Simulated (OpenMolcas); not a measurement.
## Cu4+, Ag4+, Au4+: d7 down the group

| Property | Result |
| --- | --- |
| Program | OpenMolcas |
| Method | RASSCF |
| Basis | ANO-RCC-VQZP |
| Scalar Hamiltonian | DKH2, point nucleus |
| Spin-orbit coupling | state interaction with AMFI integrals over the reference wave functions, term energies averaged over their components |

Active space for each ion: 13 electrons in 8 orbitals (RAS1 p, at most 2 holes; RAS2 d).

Computed levels in cm-1 above 4F 9/2:

| Level | Cu4+ | Ag4+ | Au4+ |
| --- | --- | --- | --- |
| 4F 7/2 | 1549 | 3509 | 11759 |
| 4F 5/2 | 2660 | 5607 | 13209 |
| 4P 5/2 | 22830 | 17102 | 21924 |
| 4P 1/2 | 24012 | 19315 | 26051 |
| 2G 9/2 | 24874 | 19314 | 23458 |
| 2G 7/2 | 26327 | 22636 | 31998 |
| 2P 1/2 | 31381 | 26944 | 41810 |
| 2D 5/2(1) | 32201 | 25706 | 36124 |
| 2H 11/2 | 34665 | 26694 | 31553 |
| weight of 4F in the lowest level (%) | 100 | 97 | 84 |

Mixed levels, with the weight of the term that names them: Au4+ 4F 5/2 (57 %), Au4+ 4P 1/2 (65 %), Au4+ 2G 9/2 (60 %), Au4+ 2P 1/2 (65 %), Au4+ 2D 5/2(1) (69 %).

Measured, with the error of the calculation in %. Measured levels: Cu4+ from Sugar and Musgrove, J. Phys. Chem. Ref. Data 19, 527 (1990); Ag4+ from the list in Gamrath, thesis, University of Mons (2023).

```csv
Level,Cu4+,Ag4+
4F 7/2,1616 (-4.2),3690 (-4.9)
4F 5/2,2759 (-3.6),5816 (-3.6)
4P 5/2,20827 (+9.6),14899 (+14.8)
4P 1/2,21935 (+9.5),17067 (+13.2)
2G 9/2,22575 (+10.2),16875 (+14.5)
2G 7/2,24100 (+9.2),20442 (+10.7)
2P 1/2,28367 (+10.6),24599 (+9.5)
2D 5/2(1),30966 (+4.0),24361 (+5.5)
2H 11/2,30402 (+14.0),22532 (+18.5)
```

The fine-structure level 4F 5/2 changes by a factor of 4.97 from Cu4+ to Au4+.

Without spin-orbit coupling 4P lies 21834, 14955, 13656 cm-1 above 4F in that order; the difference to the level 4P 5/2, of either sign, comes from spin-orbit coupling, which also lowers the zero.

Without dynamic correlation excited terms often stand tens of per cent too high (terms of higher spin than the ground term too low), and those without a measured partner can miss by more than the paired ones. Active for correlation alone: 3p; no level in the range computed is led by a configuration that opens it, so any true level of that kind is missing (holds for Cu4+). Active for correlation alone: 4p; no level in the range computed is led by a configuration that opens it, so any true level of that kind is missing (holds for Ag4+). Active for correlation alone: 5p; no level in the range computed is led by a configuration that opens it, so any true level of that kind is missing (holds for Au4+). Measured partners are found by configuration, term and J. A level has none where our copy of the source lacks it or the pairing is in doubt (some pairs that miss far off the trend of their configuration count as doubtful), and it then counts in no deviation. Levels of configurations outside the active space are missing.

A number in round brackets counts repeated terms of one configuration in the order of the reference energies.
